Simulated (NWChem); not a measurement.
Molecule: GaNH3Br; SMILES [NH2][GaH][Br]

```xyz
6

Ga    -0.3790     0.9015     0.0000
H     -1.8538     1.3802     0.0000
Br     0.1172    -1.3423     0.0000
N      1.0606     1.9801     0.0000
H      2.0136     1.6372     0.0000
H      1.0138     2.9916     0.0000
```
Atoms are numbered in this order, from 1.

All runs use the structure optimised with PBE0/def2-SVP.

Spin-orbit effects, on the heavy nuclei and on their neighbours, are missing.

Question: Give the principal values of the shielding tensors (ppm) of Ga1, Br3, N4 from B3LYP/6-31G* (spherical d), GIAO (NWChem), with their diamagnetic and paramagnetic parts as GIAO splits them.

Answer: 
```
atom     σ11     σ22     σ33  isotropic  diamagnetic  paramagnetic
----  ------  ------  ------  ---------  -----------  ------------
Ga1   1437.5  1565.6  1638.8     1547.3       2643.3       -1096.0
Br3   2341.4  2754.4  2910.4     2668.8       3120.2        -451.4
N4     103.8   212.6   243.8      186.7        315.2        -128.4
```
